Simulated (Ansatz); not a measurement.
Geometry optimisation, RHF/STO-3G in Ansatz 0.2.0.

Input:

```yaml
crystal:
  periodic: [false, false, false]
  atoms:
    - { symbol: "N", position_ang: [0.9479, -1.6349, -0.7815] }
    - { symbol: C, position_ang: [0.7047, -0.2669, -0.3029] }
    - { symbol: O, position_ang: [1.6386, 0.5516, -0.3373] }
    - { symbol: "N", position_ang: [-0.4966, 0.1415, 0.2062] }
    - { symbol: B, position_ang: [-0.8477, 1.5232, 0.7339] }
    - { symbol: Cl, position_ang: [-2.526, 1.9704, 1.3904] }
    - { symbol: H, position_ang: [0.1412, -2.2758, -0.78] }
    - { symbol: H, position_ang: [1.8668, -1.8683, -1.1745] }
    - { symbol: H, position_ang: [-1.3487, -0.5441, 0.2592] }
    - { symbol: H, position_ang: [0.0029, 2.3522, 0.7894] }
basis:
  gaussian: { orbitals: STO-3G }
hamiltonian:
  xc: hf
relax:
  f_tol: 0.02
  max_steps: 40
scf:
  lower_state_search: "off"
```

Run as:

```bash
$ ansatz run input.yaml --threads 1 --pin off --max-ram 2048MiB --backend cpu --events-out ev --progress --plain --runs-dir out
```

**Question.** Where does it end, and by what steps?

**Answer.** The forces met the threshold. Limits of this set-up: minimal basis. After 12 steps the energy has fallen by 1.316 eV; H7 moved furthest, 0.54 Å. The start is strongly strained (largest force component 9 eV/Å).

```json
{"step": "0", "energy less start (eV)": "0.0000", "largest force component (eV/Å)": "8.996", "accepted": "yes"}
{"step": "1", "energy less start (eV)": "-1.0677", "largest force component (eV/Å)": "2.069", "accepted": "yes"}
{"step": "2", "energy less start (eV)": "-1.0391", "largest force component (eV/Å)": "2.152", "accepted": "no"}
{"step": "3", "energy less start (eV)": "-1.2039", "largest force component (eV/Å)": "0.289", "accepted": "yes"}
{"step": "4", "energy less start (eV)": "-1.2589", "largest force component (eV/Å)": "0.472", "accepted": "yes"}
{"step": "5", "energy less start (eV)": "-1.2624", "largest force component (eV/Å)": "1.370", "accepted": "yes"}
{"step": "6", "energy less start (eV)": "-1.3005", "largest force component (eV/Å)": "0.277", "accepted": "yes"}
{"step": "7", "energy less start (eV)": "-1.3077", "largest force component (eV/Å)": "0.434", "accepted": "yes"}
{"step": "8", "energy less start (eV)": "-1.3144", "largest force component (eV/Å)": "0.203", "accepted": "yes"}
{"step": "9", "energy less start (eV)": "-1.3077", "largest force component (eV/Å)": "0.399", "accepted": "no"}
{"step": "10", "energy less start (eV)": "-1.3160", "largest force component (eV/Å)": "0.024", "accepted": "yes"}
{"step": "11", "energy less start (eV)": "-1.3160", "largest force component (eV/Å)": "0.030", "accepted": "yes"}
{"step": "12", "energy less start (eV)": "-1.3161", "largest force component (eV/Å)": "0.005", "accepted": "yes"}
```

```xyz
10
Properties=species:S:1:pos:R:3
N 0.825 -1.642 -0.569
C 0.809 -0.245 -0.206
O 1.770 0.495 -0.268
N -0.482 0.155 0.318
B -0.832 1.454 0.657
Cl -2.463 1.752 1.333
H 0.009 -1.894 -1.142
H 1.681 -1.851 -1.099
H -1.125 -0.623 0.474
H -0.108 2.347 0.504
```

Time of the run: 52 s on 1 thread of Intel(R) Xeon(R) Platinum 8259CL CPU @ 2.50GHz (Skylake/Cascade Lake) (shared host), peak memory 0.17 GiB.
